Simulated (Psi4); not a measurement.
C6H8, singlet, at a GFN2-xTB geometry; CCSD(T)/STO-3G (Psi4).

Psi4 was given this input:
```
memory 2 GB

molecule mol {
0 1
  C     0.334154   -1.320949    0.370251
  C     1.346413   -0.526377    0.030314
  C     1.121701    0.886668   -0.215467
  C    -0.113014    1.353231   -0.386841
  C    -1.292706    0.425692   -0.374388
  C    -1.049167   -0.767555    0.550070
  H     0.484302   -2.368487    0.586877
  H     2.353911   -0.904353   -0.062995
  H     1.982519    1.537378   -0.262315
  H    -0.300205    2.395361   -0.600687
  H    -1.456725    0.070233   -1.399832
  H    -2.194820    0.957874   -0.067789
  H    -1.797450   -1.540659    0.367281
  H    -1.155821   -0.451608    1.595820
}

set basis sto-3g
set reference rhf
set puream false

energy('ccsd(t)')
print_variables()
```

The log (banner, timings and long lists left out):

```
   => Loading Basis Set <=

    Name: STO-3G
    Role: ORBITAL
    Keyword: BASIS

         ---------------------------------------------------------
                                   SCF
               by Justin Turney, Rob Parrish, Andy Simmonett
                          and Daniel G. A. Smith
                              RHF Reference
         ---------------------------------------------------------

  ==> Geometry <==

    Molecular point group: c1
    Full point group: C1

    Geometry (in Angstrom), charge = 0, multiplicity = 1:

       Center              X                  Y                   Z               Mass
    ------------   -----------------  -----------------  -----------------  -----------------
         C            0.308324544490    -1.324719526399     0.372188839609    12.000000000000
         C            1.320583544490    -0.530147526399     0.032251839609    12.000000000000
         C            1.095871544490     0.882897473601    -0.213529160391    12.000000000000
         C           -0.138843455510     1.349460473601    -0.384903160391    12.000000000000
         C           -1.318535455510     0.421921473601    -0.372450160391    12.000000000000
         C           -1.074996455510    -0.771325526399     0.552007839609    12.000000000000
         H            0.458472544490    -2.372257526399     0.588814839609     1.007825032230
         H            2.328081544490    -0.908123526399    -0.061057160391     1.007825032230
         H            1.956689544490     1.533607473601    -0.260377160391     1.007825032230
         H           -0.326034455510     2.391590473601    -0.598749160391     1.007825032230
         H           -1.482554455510     0.066462473601    -1.397894160391     1.007825032230
         H           -2.220649455510     0.954103473601    -0.065851160391     1.007825032230
         H           -1.823279455510    -1.544429526399     0.369218839609     1.007825032230
         H           -1.181650455510    -0.455378526399     1.597757839609     1.007825032230

  Running in c1 symmetry.

  Rotational constants: A =      0.17238  B =      0.17045  C =      0.09107 [cm^-1]
  Rotational constants: A =   5167.75005  B =   5109.95045  C =   2730.34341 [MHz]
  Nuclear repulsion =  220.494511787662077

  Charge       = 0
  Multiplicity = 1
  Electrons    = 44
  Nalpha       = 22
  Nbeta        = 22

  ==> Algorithm <==

  SCF Algorithm Type is PK.
  DIIS enabled.
  MOM disabled.
  Fractional occupation disabled.
  Guess Type is SAD.
  Energy threshold   = 1.00e-08
  Density threshold  = 1.00e-08
  Integral threshold = 1.00e-12

  ==> Primary Basis <==

  Basis Set: STO-3G
    Blend: STO-3G
    Number of shells: 26
    Number of basis functions: 38
    Number of Cartesian functions: 38
    Spherical Harmonics?: false
    Max angular momentum: 1

  ==> Integral Setup <==

  Using in-core PK algorithm.
   Calculation information:
      Number of atoms:                  14
      Number of AO shells:              26
      Number of primitives:             78
      Number of atomic orbitals:        38
      Number of basis functions:        38

      Integral cutoff                 1.00e-12
      Number of threads:                 1

  Performing in-core PK
  Using 549822 doubles for integral storage.
  We computed 58617 shell quartets total.
  Whereas there are 61776 unique shell quartets.

  ==> DiskJK: Disk-Based J/K Matrices <==

    J tasked:                  Yes
    K tasked:                  Yes
    wK tasked:                  No
    Schwarz Cutoff:          1E-12

  Minimum eigenvalue in the overlap matrix is 1.7170452482E-01.
  Reciprocal condition number of the overlap matrix is 6.5843258150E-02.
    Using symmetric orthogonalization.

  ==> Pre-Iterations <==

  SCF Guess: Superposition of Atomic Densities via on-the-fly atomic UHF (no occupation information).

   -------------------------
    Irrep   Nso     Nmo
   -------------------------
     A         38      38
[...]
  @RHF Final Energy:  -229.04029845265575
    Total Energy =                       -229.0402984526557475
[...]
     4        -0.425125440579864    4.969e-03    0.002036    0.007040    0.007040    0.260596
     5        -0.424977424256275    1.527e-03    0.002001    0.006686    0.006686    0.261327
     6        -0.424935868091066    7.740e-04    0.001984    0.006513    0.006513    0.261695
     7        -0.424957512258152    3.120e-04    0.001966    0.006505    0.006505    0.261871
     8        -0.424960909349859    7.930e-05    0.001962    0.006508    0.006508    0.261870
     9        -0.424961033752321    2.496e-05    0.001961    0.006509    0.006509    0.261869
    10        -0.424961455294215    7.289e-06    0.001961    0.006508    0.006508    0.261869
    11        -0.424961649551770    2.055e-06    0.001961    0.006508    0.006508    0.261869
    12        -0.424961762276521    6.966e-07    0.001961    0.006508    0.006508    0.261869
    13        -0.424961763234279    2.309e-07    0.001961    0.006508    0.006508    0.261869
    14        -0.424961752024584    8.008e-08    0.001961    0.006508    0.006508    0.261869

    Iterations converged.

    Largest TIA Amplitudes:
             20   0        -0.0055999221
             19  12         0.0039518243
             16   4        -0.0036077492
             15   3        -0.0034737288
             11   2         0.0034635568
             18   6        -0.0028298902
             16  12         0.0025129303
             18  14         0.0022419199
              6   2        -0.0019904939
             12   7         0.0017754591

    Largest TIjAb Amplitudes:
     21  21   0   0        -0.1660213067
     20  21   0   1        -0.1045040162
     21  20   1   0        -0.1045040162
     20  20   1   1        -0.0783785945
     20  21   1   0        -0.0777868298
     21  20   0   1        -0.0777868298
     20  20   0   0        -0.0765857794
     21  21   1   1        -0.0754644642
     17  17   5   5        -0.0381816302
     17  21   0   0         0.0328152587

    SCF energy       (wfn)                    = -229.040298452655747
    Reference energy (file100)                = -229.040298452656089

    Opposite-spin MP2 correlation energy      =   -0.283693406517725
    Same-spin MP2 correlation energy          =   -0.052943734606894
    Singles MP2 correlation energy            =   -0.000000000000000
    MP2 correlation energy                    =   -0.336637141124620
      * MP2 total energy                      = -229.376935593780701

    Opposite-spin CCSD correlation energy     =   -0.383261039295349
    Same-spin CCSD correlation energy         =   -0.041700712729235
    Singles CCSD correlation energy           =    0.000000000000000
    CCSD correlation energy                   =   -0.424961752024584
      * CCSD total energy                     = -229.465260204680675

            **************************
            *                        *
            *        CCTRIPLES       *
            *                        *
            **************************

    Wave function   =    CCSD_T
    Reference wfn   =      RHF

    Nuclear Rep. energy (wfn)                =  220.494511787662077
    SCF energy          (wfn)                = -229.040298452655747
    Reference energy    (file100)            = -229.040298452656089
    CCSD energy         (file100)            =   -0.424961752024584
    Total CCSD energy   (file100)            = -229.465260204680675

    Number of ijk index combinations:             2024
    Approx. words needed per explicit thread:           16384
    Number of threads for explicit ijk threading:    1

    MKL num_threads set to 1 for explicit threading.

    (T) energy                                =   -0.004585428278174
      * CCSD(T) total energy                  = -229.469845632958851

  Variable Map:
  ----------------------------------------------------------------------------
[...]
  Array Variable Map:
  ----------------------------------------------------------------------------
[...]
[...]
```
